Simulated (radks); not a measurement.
All-electron atom: Cd2+ in [Kr] 4d10 (the NIST ground configuration). Method: Dirac Kohn-Sham, PBE, spin-unpolarised, spherical densities, point nucleus; computed with a radial shooting solver on a logarithmic mesh with Libxc functionals.

Normalised radial functions P(r) = r R(r) (large component), r in bohr:

r	3d3/2
0.001201	0.0000
0.001777	0.0000
0.00265	0.0001
0.003954	0.0003
0.005852	0.0008
0.00873	0.0023
0.01302	0.0066
0.01927	0.0185
0.02875	0.0512
0.04289	0.1340
0.06348	0.3161
0.0947	0.6696
0.1413	1.1893
0.2091	1.6580
0.3119	1.7039
0.4653	1.1568
0.6887	0.4656
1.027	0.0887
1.533	0.0062
2.268	0.0001
3.384	0.0000

3d3/2: eigenvalue -416.22 eV, 0 radial nodes, <r> = 0.333 bohr, 90 % of the charge inside 0.526 bohr.
